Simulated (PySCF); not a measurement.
GeO, charge -1, doublet, at a GFN2-xTB geometry (a state made from the parent by changing its charge; the spin is typed, not shown lowest); SVWN5/3-21G in PySCF.

PySCF was given this input:
```python
from pyscf import gto, scf, dft

mol = gto.Mole()
mol.atom = '''
    Ge   -0.00000000   -0.00000000   -0.34203869
    O     0.00000000    0.00000000    1.36815475
'''
mol.basis = '3-21g'
mol.charge = -1
mol.spin = 1
mol.verbose = 4
mol.build()

mf = dft.UKS(mol)
mf.xc = 'lda,vwn'
mf.kernel()
```

Task: Predict the main parts of the log of this PySCF run.

Result: 
```
PySCF version 2.14.0

[INPUT] verbose = 4
[INPUT] num. atoms = 2
[INPUT] num. electrons = 41
[INPUT] charge = -1
[INPUT] spin (= nelec alpha-beta = 2S) = 1
[INPUT] symmetry False subgroup None
[INPUT] Mole.unit = angstrom
[INPUT] Symbol           X                Y                Z      unit          X                Y                Z       unit  Magmom
[...]
nuclear repulsion = 79.2128906748233
number of shells = 15
number of NR pGTOs = 69
number of NR cGTOs = 31
basis = 3-21g
ecp = {}

******** <class 'pyscf.dft.uks.UKS'> ********
method = UKS
initial guess = minao
damping factor = 0
level_shift factor = 0
DIIS = <class 'pyscf.scf.diis.CDIIS'>
diis_start_cycle = 1
diis_space = 8
diis_damp = 0
SCF conv_tol = 1e-09
SCF conv_tol_grad = None
SCF max_cycles = 50
direct_scf = True
direct_scf_tol = 1e-13
number electrons alpha = 21  beta = 20
XC library pyscf.dft.libxc version 7.1.2
    S. Lehtola, C. Steigemann, M. J. T. Oliveira, and M. A. L. Marques,  SoftwareX 7, 1–5 (2018)
XC functionals = lda,vwn
    P. A. M. Dirac,  Math. Proc. Cambridge Philos. Soc. 26, 376 (1930)
    F. Bloch,  Z. Phys. 57, 545 (1929)
    S. H. Vosko, L. Wilk, and M. Nusair,  Can. J. Phys. 58, 1200 (1980)
radial grids:
    Treutler-Ahlrichs [JCP 102, 346 (1995); DOI:10.1063/1.469408] (M4) radial grids

becke partition: Becke, JCP 88, 2547 (1988); DOI:10.1063/1.454033
pruning grids: <function nwchem_prune>
grids dens level: 3
symmetrized grids: False
atomic radii adjust function: <function treutler_atomic_radii_adjust>
small_rho_cutoff = 0
Set gradient conv threshold to 3.16228e-05
tot grids = 34728
init E= -2136.21988509309

cycle= 1 E= -2137.72763351073  delta_E= -1.51  |g|= 0.822  |ddm|= 1.16
cycle= 2 E= -2133.33687492322  delta_E= 4.39  |g|= 2.18  |ddm|= 3.87
cycle= 3 E= -2137.97058937289  delta_E= -4.63  |g|= 0.353  |ddm|= 3.83
cycle= 4 E= -2138.03550780776  delta_E= -0.0649  |g|= 0.193  |ddm|=  1.3
cycle= 5 E= -2138.05562782004  delta_E= -0.0201  |g|= 0.0605  |ddm|= 1.23
cycle= 6 E= -2138.05638259229  delta_E= -0.000755  |g|= 0.0432  |ddm|= 1.22
cycle= 7 E= -2138.05709911063  delta_E= -0.000717  |g|= 0.0215  |ddm|= 1.21
cycle= 8 E= -2138.05730269651  delta_E= -0.000204  |g|= 0.0121  |ddm|= 0.0155
cycle= 9 E= -2138.05729074954  delta_E= 1.19e-05  |g|= 0.00992  |ddm|= 1.21
cycle= 10 E= -2138.05730659987  delta_E= -1.59e-05  |g|= 0.00909  |ddm|= 0.00233
cycle= 11 E= -2138.05731014781  delta_E= -3.55e-06  |g|= 0.0089  |ddm|= 0.000556
[...]
cycle= 21 E= -2138.05735391204  delta_E= -0.000232  |g|= 0.0066  |ddm|= 0.66
cycle= 22 E= -2138.05731724417  delta_E= 3.67e-05  |g|= 0.00858  |ddm|= 0.616
cycle= 23 E= -2138.05718262565  delta_E= 0.000135  |g|= 0.0136  |ddm|= 1.21
cycle= 24 E= -2138.05733221291  delta_E= -0.00015  |g|= 0.00784  |ddm|= 0.174
cycle= 25 E= -2138.05727354355  delta_E= 5.87e-05  |g|= 0.0105  |ddm|= 0.142
cycle= 26 E= -2138.05723241631  delta_E= 4.11e-05  |g|= 0.012  |ddm|= 0.0173
cycle= 27 E= -2138.0573524538  delta_E= -0.00012  |g|= 0.00671  |ddm|= 1.12
cycle= 28 E= -2138.05725307859  delta_E= 9.94e-05  |g|= 0.0112  |ddm|= 1.14
cycle= 29 E= -2138.05720850156  delta_E= 4.46e-05  |g|= 0.0128  |ddm|= 1.21
cycle= 30 E= -2138.05732290846  delta_E= -0.000114  |g|= 0.00832  |ddm|= 0.146
cycle= 31 E= -2138.05735417024  delta_E= -3.13e-05  |g|= 0.00658  |ddm|= 1.15
cycle= 32 E= -2138.05734123337  delta_E= 1.29e-05  |g|= 0.00734  |ddm|= 0.58
cycle= 33 E= -2138.05734320906  delta_E= -1.98e-06  |g|= 0.00724  |ddm|= 1.21
cycle= 34 E= -2138.05729498479  delta_E= 4.82e-05  |g|= 0.00958  |ddm|= 1.21
cycle= 35 E= -2138.05734054149  delta_E= -4.56e-05  |g|= 0.00738  |ddm|= 1.18
cycle= 36 E= -2138.05730674102  delta_E= 3.38e-05  |g|= 0.00906  |ddm|= 0.0773
cycle= 37 E= -2138.0571210088  delta_E= 0.000186  |g|= 0.0153  |ddm|=  1.2

cycle= 38 E= -2138.05665211927  delta_E= 0.000469  |g|= 0.0249  |ddm|= 0.0494
cycle= 39 E= -2138.05700444061  delta_E= -0.000352  |g|= 0.0181  |ddm|= 0.0212
cycle= 40 E= -2138.05723705203  delta_E= -0.000233  |g|= 0.0118  |ddm|= 0.157
cycle= 41 E= -2138.05724533066  delta_E= -8.28e-06  |g|= 0.0115  |ddm|= 0.159
cycle= 42 E= -2138.05731005709  delta_E= -6.47e-05  |g|= 0.00891  |ddm|= 0.341
cycle= 43 E= -2138.05727517268  delta_E= 3.49e-05  |g|= 0.0104  |ddm|= 1.21
cycle= 44 E= -2138.05727674607  delta_E= -1.57e-06  |g|= 0.0103  |ddm|= 0.0895
cycle= 45 E= -2138.05721562184  delta_E= 6.11e-05  |g|= 0.0125  |ddm|= 0.103
cycle= 46 E= -2138.05728470496  delta_E= -6.91e-05  |g|= 0.01  |ddm|= 0.0223

cycle= 47 E= -2138.05689193618  delta_E= 0.000393  |g|= 0.0205  |ddm|= 1.21
cycle= 48 E= -2138.05703319909  delta_E= -0.000141  |g|= 0.0175  |ddm|= 0.0417
cycle= 49 E= -2138.05731061323  delta_E= -0.000277  |g|= 0.00889  |ddm|= 1.18
cycle= 50 E= -2138.05728618098  delta_E= 2.44e-05  |g|= 0.00995  |ddm|= 0.0364
SCF not converged.
SCF energy = -2138.05728618098 after 50 cycles  <S^2> = 0.75063103  2S+1 = 2.0006309
```

Convergence was not reached.
